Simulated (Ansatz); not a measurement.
Species: CHO, charge 1, multiplicity 1. It need not be the lowest isomer of its formula. 
Geometry from a B3LYP-D3(BJ)/def2-TZVP (Ansatz, an electronic-structure program) optimisation:
```
O
C 1 1.1538
H 1 0.9970 2 180.00
```
Charge +1, spin multiplicity 1.

Basis-set convergence of Hartree-Fock and CCSD(T) correlation energies (hartree) with Ansatz. Cores are frozen in the correlated levels unless marked. No spin-orbit coupling. Non-relativistic.

```
basis        functions       E(HF)  E(corr, CCSD(T))
-----------  ---------  ----------  ----------------
aug-cc-pVDZ         55  -112.93011          -0.31308
aug-cc-pVTZ        115  -112.96115          -0.37317
aug-cc-pVQZ        206  -112.96886          -0.39329
```

Extrapolating the two largest sets (X = 3 and 4) as X^-3: E(corr) = (64·(-0.39329) - 27·(-0.37317))/37 = -0.4080 Eh, an estimate of the basis-set limit. The largest set recovers 96.4 % of it, the smallest 76.7 %.
